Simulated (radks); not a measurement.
The numbers below are computed, except where a source is named.
Species: Hf0.8+. Configuration: [Xe] 4f14 5d1.2 6s2 (fractional occupations, a model configuration).

Level of theory: scalar-relativistic Kohn-Sham, BLYP, spin-unpolarised, spherical densities, finite nucleus; Fermi nuclear charge, rms radius 5.347 fm (a radial shooting solver on a logarithmic mesh with Libxc functionals).

Energy parts (eV):
part                       energy
total                  -410263.77
kinetic                 449387.49
electron-nucleus      -1011457.43
Hartree                 160193.83
exchange-correlation     -8387.66

Orbitals (lengths in bohr, moments of r in powers of bohr):
| orbital | occ. | eigenvalue (eV) | <1/r> |
|---|---|---|---|
| 1s | 2 | -65279.34 | 83.78 |
| 2s | 2 | -11170.63 | 19.56 |
| 2p | 6 | -9811.978 | 17.85 |
| 3s | 2 | -2550.474 | 7.238 |
| 3p | 6 | -2144.433 | 6.712 |
| 3d | 10 | -1663.135 | 6.350 |
| 4s | 2 | -519.1921 | 3.067 |
| 4p | 6 | -385.9426 | 2.792 |
| 4d | 10 | -213.6052 | 2.476 |
| 5s | 2 | -74.0265 | 1.174 |
| 5p | 6 | -42.4932 | 0.9786 |
| 4f | 14 | -23.8248 | 1.918 |
| 6s | 2 | -10.2898 | 0.3976 |
| 5d | 1.2 | -8.7959 | 0.5881 |

The highest occupied level is 5d at -8.796 eV. The electron density at the nucleus is 1.283e+06 e/bohr^3 (large components only). Summed over all electrons, <r^2> = 59.64 bohr^2, which gives a Langevin (diamagnetic) susceptibility term of -47.2 x 10^-6 cm^3/mol. The density falls to 0.001 e/bohr^3 at r = 4.65 bohr.
